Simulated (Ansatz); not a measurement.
Consider the ligand exchange at a Ga–N bond: `[NH2][Ga]([OH])[Br]` + H₂S → `[OH][Ga]([SH])[Br]` + NH₃.

Program: Ansatz. Geometries: PBE0-D4/def2-TZVP. ΔE: electronic, gas phase. CBS: MP2 limit from def2 TZ/QZ plus the TZ coupled-cluster correction, frozen cores. This one scheme is used for every species. DFT in def2-TZVPP. B3LYP here is the variant with VWN-RPA as its local correlation; programs differ in this. For Br, Ga outer-core shells are correlated without core-valence functions, which leaves a few kJ/mol of doubt a bond. Scalar relativity is left out up to krypton. Each species was taken in one conformer, which may not be the lowest.

**Question.** Is it downhill or uphill in electronic energy at CCSD(T)/CBS, and by how much? (Best estimate.)

**Answer.** Ansatz gave: Downhill: ΔE = -49.1 kJ/mol.

**Question.** What do these levels give: PBE-D4, PBE0-D4, B3LYP-D4, CAM-B3LYP-D4, r2SCAN, B3LYP? (An estimate is asked.)

**Answer.** Computed: PBE-D4 -58.7, PBE0-D4 -57.4, B3LYP-D4 -53.5, CAM-B3LYP-D4 -46.5, r2SCAN -55.6, B3LYP -51.4 kJ/mol.

Largest T1 diagnostic among the species: 0.012.

At CCSD(T), def2-SVP lies +4.3 kJ/mol from the extrapolated value and def2-TZVPP +0.8 kJ/mol. Leaving LDA and LC-ωPBE aside and taking each functional with its dispersion term where it has one, the values, not all of them listed here, spread over 12.3 kJ/mol, from revPBE-D4 to CAM-B3LYP-D4. LDA lies +6.7 kJ/mol from PBE without D4.
